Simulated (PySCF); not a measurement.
SMILES C([Si](F)(Br)Br)=C, PBE0/def2-SVP optimised geometry.

```
9

C      0.97     0.56    -0.01
C      0.28    -0.58     0.00
Si    -1.56    -0.58     0.00
F     -2.07     0.96     0.00
Br    -2.38    -1.56    -1.80
Br    -2.39    -1.56     1.80
H      0.47     1.54    -0.01
H      2.07     0.57    -0.01
H      0.81    -1.54     0.00
```

Density from PySCF 2.14.0 with PBE0/def2-TZVP at that geometry.

Minimum of the electron density along straight lines between bonded atoms, close to the bond critical point (lines longer than 1.1 times the sum of covalent radii, or with two minima, are not listed):

```json
[
 {"bond": "C1–C2", "length / Å": "1.338", "ρ at the minimum / e bohr⁻³": "0.344", "∇²ρ there / e bohr⁻⁵": "-1.03", "position (fraction from the first atom)": "0.50"},
 {"bond": "C2–Si3", "length / Å": "1.841", "ρ at the minimum / e bohr⁻³": "0.132", "∇²ρ there / e bohr⁻⁵": "0.20", "position (fraction from the first atom)": "0.61"},
 {"bond": "Si3–F4", "length / Å": "1.617", "ρ at the minimum / e bohr⁻³": "0.134", "∇²ρ there / e bohr⁻⁵": "0.91", "position (fraction from the first atom)": "0.42"},
 {"bond": "Si3–Br5", "length / Å": "2.206", "ρ at the minimum / e bohr⁻³": "0.094", "∇²ρ there / e bohr⁻⁵": "0.07", "position (fraction from the first atom)": "0.35"},
 {"bond": "Si3–Br6", "length / Å": "2.206", "ρ at the minimum / e bohr⁻³": "0.094", "∇²ρ there / e bohr⁻⁵": "0.07", "position (fraction from the first atom)": "0.35"},
 {"bond": "C1–H7", "length / Å": "1.095", "ρ at the minimum / e bohr⁻³": "0.280", "∇²ρ there / e bohr⁻⁵": "-0.99", "position (fraction from the first atom)": "0.65"},
 {"bond": "C1–H8", "length / Å": "1.095", "ρ at the minimum / e bohr⁻³": "0.279", "∇²ρ there / e bohr⁻⁵": "-0.98", "position (fraction from the first atom)": "0.65"},
 {"bond": "C2–H9", "length / Å": "1.096", "ρ at the minimum / e bohr⁻³": "0.275", "∇²ρ there / e bohr⁻⁵": "-0.95", "position (fraction from the first atom)": "0.65"}
]
```
